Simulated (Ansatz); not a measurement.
Born–Oppenheimer molecular dynamics of C2H4O2SSi (10 atoms, charge 0, multiplicity 1). It goes on from the last frame of an earlier run, with new velocities.

The calculation used RKS BHLYP-D4/STO-3G (Ansatz 0.2.0).

```yaml
ensemble: NVT, Langevin thermostat
time_step: 2 fs
steps_asked: 40
set_temperature: 200 K
friction: 0.02 /fs
seed: 780786
```

First frame:

```xyz
10
Properties=species:S:1:pos:R:3
O 1.593 -1.458 2.027
C 0.881 -0.795 1.266
O 0.337 -1.456 0.123
C -0.613 -0.681 -0.672
Si -0.608 1.141 -0.174
S 0.524 0.980 1.569
H -0.364 -0.800 -1.734
H -1.617 -1.105 -0.528
H -1.939 1.639 0.086
H -0.022 2.008 -1.151
```

**Question.** How far do the bonds stretch over the last three quarters of this one trajectory? (Pairs bonded in most of those frames.)

**Answer.** 
| bond | mean (Å) | spread (Å) | shortest | longest |
| --- | --- | --- | --- | --- |
| O1–C2 | 1.230 | 0.016 | 1.20 | 1.26 |
| C2–O3 | 1.424 | 0.022 | 1.39 | 1.46 |
| C2–S6 | 1.798 | 0.013 | 1.78 | 1.82 |
| O3–C4 | 1.456 | 0.031 | 1.41 | 1.51 |
| C4–Si5 | 1.884 | 0.021 | 1.86 | 1.91 |
| C4–H7 | 1.102 | 0.009 | 1.08 | 1.12 |
| C4–H8 | 1.103 | 0.017 | 1.08 | 1.13 |
| Si5–S6 | 2.108 | 0.019 | 2.08 | 2.14 |
| Si5–H9 | 1.436 | 0.009 | 1.42 | 1.45 |
| Si5–H10 | 1.436 | 0.015 | 1.42 | 1.46 |

Mean temperature of the second half: 188 K. A step of 2 fs is long for free X–H stretches (periods near 10 fs) and can bias their spread and the temperature. A run of 0.08 ps of so small a system gives no equilibrium averages. Limits of this set-up: minimal basis.

Time of the run: 3.1 min on 1 thread of Arm Neoverse N1, on a shared host, peak memory 0.12 GiB.
